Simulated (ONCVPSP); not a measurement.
# Before and after: ONCV potential for Pd

ONCVPSP 4.0.1 input, shortened (lines: element, Z, core and valence counts, functional; n l f; lmax; l rc ep ncon nbas qcut; lloc lpopt rc5 dvloc0; l nproj debl; icmod fcfact rcfact), PW91, scalar-relativistic:

```
  Pd 46.00    6    3  -109134      upf
    1    0    2.00
    2    0    2.00
    2    1    6.00
    3    0    2.00
    3    1    6.00
    3    2   10.00
    4    0    2.00
    4    1    6.00
    4    2    8.00
    2
    0    1.55    0.00    4    9    8.10
    1    1.10    0.00    3    7    7.30
    2    2.00    0.00    5   10    9.50
    4    5    0.85    1.00
    0    2    3.30
    1    2    3.90
    2    2    2.00
    3    3.25    1.45
```

In the s channel the program set the typed energies aside and used -4.063, 0.050 Ha.

All-electron outer shells of the reference configuration (PW91, scalar-relativistic, ld1.x):

| shell | level (eV) | outermost node (bohr) | outermost maximum (bohr) |
| --- | --- | --- | --- |
| 4s | -110.57 | 0.45 | 0.85 |
| 4p | -76.18 | 0.46 | 0.91 |
| 4d | -27.40 | 0.45 | 1.07 |

Change: local potential polynomial inside 0.80 bohr (lpopt 4, dvloc0 1 Ha).

Cutoffs: the cutoffs (Ha) at which the residual kinetic energy of the hardest occupied pseudo-wave falls to 1 and 0.1 mHa per electron; they do not see the model core or the augmentation charge, which bear on the density cutoff. Errors are all-electron minus pseudo energies relative to the spin-unpolarised reference configuration.

Q: How do hardness, ghosts and transferability respond?

A: The potential gets neither clearly harder nor softer (74 Ha and 172 Ha → 74 Ha and 172 Ha); of the 4 tests that both files solve, the error grows in 0 and shrinks in 1 by more than 15 % and 0.3 meV (median size 3.2 → 3.2 meV); the range in which the s phases agree widens (upper end 2.6 → at the end of the scan); neither file shows a bound ghost.

```csv
quantity,base,changed
"cutoff, loose",74 Ha,74 Ha
"cutoff, tight",172 Ha,172 Ha
bound ghosts,none,none
GHOST(+) flags under 300 eV,s at 76.4 eV,s at 164.6 eV
"error for 4s2 4p6 4d10, meV [ΔE -30.08 eV]",+4.2,+4.1
"error for 4s2 4p6 4d9, meV [ΔE -20.89 eV]",+3.3,+3.3
"error for 4s2 4p6 4d7, meV [ΔE 34.44 eV]",+3.0,+3.0
"error for 4s2 4p6 4d8 5s1, meV [ΔE -16.37 eV]",+2.9,+2.4
s: phases at 1.57 bohr within 0.05 rad from the reference energy up to (Ha; the scan ends near 5),2.6,to the end of the scan
p: phases at 1.12 bohr within 0.05 rad from the reference energy up to (Ha; the scan ends near 5),to the end of the scan,to the end of the scan
d: phases at 2.03 bohr within 0.05 rad from the reference energy up to (Ha; the scan ends near 5),to the end of the scan,to the end of the scan
"rms error of d²Exc/dni dnj with the model core, mHa",1.64,1.64
```
